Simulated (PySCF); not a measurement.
**Electronic structure of Fe (iron, neutral) at the UHF level**

Configuration: [Ar] 3d6 4s2, high-spin 5D determinant. All numbers are calculated (PySCF 2.14, scalar relativity by spin-free X2C-1e, in x2c-TZVPall).

```
Total energy                                                  : -1271.336474 hartree
One-electron energy                                           : -1755.9763 hartree
Hartree (Coulomb) energy                                      : 539.6112 hartree
Exchange energy                                               : -54.9714 hartree
⟨S²⟩                                                          : 6.0164
⟨L²⟩                                                          : 6.015
Sum of ⟨r⟩                                                    : 21.78 bohr
Sum of ⟨r²⟩                                                   : 40.66 bohr²
Traceless quadrupole moment −½Σ⟨3z² − r²⟩ along its main axis : 0.259 e·bohr²
Langevin diamagnetic susceptibility                           : -32.2 ×10⁻⁶ cm³/mol
Time after the integrals                                      : 0.2 s of wall time on 1 thread of Neoverse-V2 (shared host)
```

| shell | electrons | mean orbital energy (hartree) | spread (hartree) | rms radius, mean of both spins (bohr) |
| --- | --- | --- | --- | --- |
| 1s α | 1 | -263.68925 | 0 | 0.0675 |
| 1s β | 1 | -263.68645 | 0 | 0.0675 |
| 2s α | 1 | -32.49927 | 0 | 0.288 |
| 2s β | 1 | -32.37944 | 0 | 0.288 |
| 2p α | 3 | -27.56527 | 0.03336 | 0.260 |
| 2p β | 3 | -27.44618 | 0.00095 | 0.260 |
| 3s α | 1 | -4.42789 | 0 | 0.870 |
| 3s β | 1 | -4.07391 | 0 | 0.870 |
| 3p α | 3 | -2.97198 | 0.07447 | 0.937 |
| 3p β | 3 | -2.54555 | 0.05082 | 0.937 |
| 3d α | 5 | -0.67275 | 0.08640 | 1.23 |
| 3d β | 1 | -0.46326 | 0 | 1.23 |
| 4s α | 1 | -0.28179 | 0 | 3.48 |
| 4s β | 1 | -0.24471 | 0 | 3.48 |

Densities and radii are taken from the X2C orbitals without a picture-change correction, which distorts them close to the nucleus.
